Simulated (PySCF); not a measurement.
ZrH2, SMILES [ZrH2] (connectivity only; charge and spin as stated), neutral, multiplicity 3. Atoms are numbered in the order given.

```xyz
3

Zr     0.0000     0.0000     0.0463
H      0.0000     1.5863    -0.9262
H      0.0000    -1.5863    -0.9262
```
Charge 0, spin multiplicity 3.

Geometry optimised at PBE-D3(BJ)/def2-TZVPD. The multiplicity is an assumed one; other spin states were not compared. The def2 effective core potentials stand for the cores of Zr; spin–orbit coupling is left out.

The numbers are results of r2SCAN/def2-TZVPD in PySCF, not measurements.

Mulliken values depend strongly on the basis, most of all with diffuse functions as here. ESP charges are fitted to the potential on shells at 1.4 to 2.0 van der Waals radii. Atomic charges (e):

| atom | Mulliken | ESP fit | Mulliken spin |
|---|---|---|---|
| Zr1 | 0.42 | ? | 2.16 |
| H2 | -0.21 | ? | -0.08 |
| H3 | -0.21 | ? | -0.08 |

Task: Complete the blanks. (Estimate from the structure and the level; the computed values follow.)

Result: 
- Zr1, ESP fit: 0.55
- H2, ESP fit: -0.27
- H3, ESP fit: -0.27
